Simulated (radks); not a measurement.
The numbers below are computed, except where a source is named.
Cs I, 55 electrons, occupied as [Kr] 4d10 5s2 5p4 6s1 5d2 (not the ground configuration). Level of theory: scalar-relativistic Kohn-Sham, SOGGA, spin-polarised, spherical densities, point nucleus; open shells are filled with parallel spins first (spin-orbit coupling, left out, can overturn this in heavy ions) (a radial shooting solver on a logarithmic mesh with Libxc functionals).

Normalised radial functions P(r) = r R(r), r in bohr:

| r | 5p up | 6s up | 5d up |
|---|---|---|---|
| 0.003848 | 0.0055 | 0.0285 | 0.0000 |
| 0.004516 | 0.0073 | 0.0316 | 0.0001 |
| 0.005257 | 0.0095 | 0.0347 | 0.0001 |
| 0.006169 | 0.0125 | 0.0378 | 0.0001 |
| 0.007239 | 0.0163 | 0.0408 | 0.0002 |
| 0.008496 | 0.0213 | 0.0433 | 0.0003 |
| 0.00997 | 0.0276 | 0.0452 | 0.0005 |
| 0.0117 | 0.0357 | 0.0460 | 0.0008 |
| 0.01373 | 0.0456 | 0.0454 | 0.0013 |
| 0.01611 | 0.0578 | 0.0428 | 0.0020 |
| 0.01891 | 0.0724 | 0.0380 | 0.0030 |
| 0.02219 | 0.0895 | 0.0303 | 0.0045 |
| 0.02604 | 0.1087 | 0.0195 | 0.0067 |
| 0.03056 | 0.1293 | 0.0055 | 0.0100 |
| 0.03586 | 0.1498 | -0.0111 | 0.0146 |
| 0.04208 | 0.1680 | -0.0295 | 0.0210 |
| 0.04938 | 0.1808 | -0.0477 | 0.0297 |
| 0.05795 | 0.1839 | -0.0633 | 0.0413 |
| 0.068 | 0.1727 | -0.0729 | 0.0559 |
| 0.0798 | 0.1428 | -0.0731 | 0.0738 |
| 0.09365 | 0.0915 | -0.0609 | 0.0941 |
| 0.1099 | 0.0193 | -0.0352 | 0.1155 |
| 0.129 | -0.0680 | 0.0022 | 0.1352 |
| 0.1501 | -0.1537 | 0.0432 | 0.1488 |
| 0.1762 | -0.2294 | 0.0828 | 0.1528 |
| 0.2068 | -0.2687 | 0.1068 | 0.1412 |
| 0.2426 | -0.2518 | 0.1041 | 0.1095 |
| 0.2847 | -0.1685 | 0.0689 | 0.0565 |
| 0.3341 | -0.0257 | 0.0055 | -0.0149 |
| 0.3921 | 0.1487 | -0.0706 | -0.0957 |
| 0.4601 | 0.3093 | -0.1350 | -0.1720 |
| 0.54 | 0.4044 | -0.1618 | -0.2268 |
| 0.6337 | 0.3926 | -0.1341 | -0.2441 |
| 0.7436 | 0.2604 | -0.0524 | -0.2138 |
| 0.8727 | 0.0291 | 0.0623 | -0.1352 |
| 1.024 | -0.2511 | 0.1756 | -0.0171 |
| 1.202 | -0.5183 | 0.2501 | 0.1248 |
| 1.41 | -0.7173 | 0.2579 | 0.2717 |
| 1.655 | -0.8125 | 0.1884 | 0.4041 |
| 1.942 | -0.7953 | 0.0512 | 0.5045 |
| 2.279 | -0.6861 | -0.1244 | 0.5616 |
| 2.675 | -0.5256 | -0.2998 | 0.5727 |
| 3.139 | -0.3583 | -0.4394 | 0.5439 |
| 3.683 | -0.2169 | -0.5196 | 0.4856 |
| 4.288 | -0.1197 | -0.5318 | 0.4119 |
| 5.032 | -0.0555 | -0.4808 | 0.3234 |
| 5.905 | -0.0217 | -0.3837 | 0.2341 |
| 6.929 | -0.0070 | -0.2718 | 0.1557 |
| 8.132 | -0.0018 | -0.1720 | 0.0955 |
| 9.543 | -0.0004 | -0.0962 | 0.0533 |
| 11.2 | -0.0001 | -0.0462 | 0.0263 |
| 13.14 | 0.0000 | -0.0186 | 0.0112 |
| 15.42 | 0.0000 | -0.0062 | 0.0041 |
| 18.1 | 0.0000 | -0.0017 | 0.0012 |
| 21.24 | 0.0000 | -0.0004 | 0.0003 |

5p up: eigenvalue -18.173 eV, 3 radial nodes at r = 0.114, 0.342, 0.888 bohr, <r> = 2.00 bohr, 90 % of the charge inside 2.93 bohr. 6s up: eigenvalue -3.328 eV, 5 radial nodes at r = 0.0323, 0.128, 0.338, 0.803, 2.04 bohr, <r> = 4.69 bohr, 90 % of the charge inside 6.85 bohr. 5d up: eigenvalue -2.493 eV, 2 radial nodes at r = 0.324, 1.05 bohr, <r> = 3.43 bohr, 90 % of the charge inside 5.42 bohr.
